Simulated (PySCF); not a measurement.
# Spectroscopy problems

Calculated, not measured (PySCF 2.14.0 with density-fitted response routines): coordinates at the GFN2-xTB level, PBE0/pcSseg-1 with gauge-including orbitals. Averaged over atoms made equivalent by symmetry, fast rotation or ring inversion, non-relativistic, one computed conformer, gas phase.

δ = σ(ref) − σ, references computed at the same level: ¹H and ¹³C vs TMS. Where no couplings were computed, multiplicities follow the n + 1 count of equivalent neighbours, and m marks all less simple cases (inequivalent or close neighbours, rings, F or P nearby). Acid and N–H amide carbonyl carbons lie up to 10 ppm further downfield in solution (hydrogen bonding). Shifts are as computed. Against solution values, carbons near 30 ppm lie about +3 ppm off and those near 130 ppm about +5 ppm. Of 1211 compounds with measured shifts, 218 miss one by over three times the rms of a fit or turn the order of signals round; such compounds aren't used in these exercises. OH and NH positions are gas-phase values without hydrogen bonding to other molecules.

Q: C₅H₇NO. ¹H NMR (600 MHz, computed): δ 8.52 (d, 1H), 7.17 (br s, 1H), 6.35 (m, 1H), 6.30 (br, 1H), 5.32 (m, 1H), 5.15 (br s, 1H), 5.10 (m, 1H). ¹³C{¹H} NMR (computed): δ 159.8, 143.3, 142.4, 115.2, 111.4. Give a structure.

A: `C=CC(=C)NC=O`. The formula gives 3 degrees of unsaturation (no ring in the answer). 5 carbon signals for 5 carbons: no two carbons are equivalent. Carbon types of the structure: 1 × C, 2 × CH, 2 × CH2, leaving 1 H on heteroatoms. δC 159.8: amide carbonyl carbon; it is a carbonyl in resonance with an O or N lone pair, the region of acids, esters and amides. δC 143.3: alkene CH; an sp2 carbon of a C=C bond. δC 142.4: alkene carbon bearing nitrogen; an sp2 carbon further deshielded by the attached heteroatom. δC 111.4: terminal =CH2 carbon; the olefinic region.

This is the structure that produced the data.

Q: C₅H₇NO. ¹H NMR (600 MHz, computed): δ 7.39 (s, 1H), 7.26 (m, 2H), 3.97 (m, 1H), 3.86 (s, 3H). ¹³C{¹H} NMR (computed): δ 157.7 (CH), 122.2 (CH), 55.3 (CH3), 29.8 (CH). What is it?

A: `C1=CC1/N=C/OC`. Rings plus π bonds: 3 (1 ring in the answer). 4 carbon signals for 5 carbons: some carbons are equivalent by symmetry or fast rotation. Carbon types of the structure: 4 × CH, 1 × CH3, which accounts for all hydrogens. δC 157.7: C=N carbon. δC 122.2: alkene CH; an sp2 carbon of a C=C bond. δC 29.8: three-membered-ring carbon; deshielded by the electronegative neighbour. δH 3.86: hydrogen on a methyl carbon bonded to O; its carbon carries O, hence the downfield position.

This is the structure that produced the data.
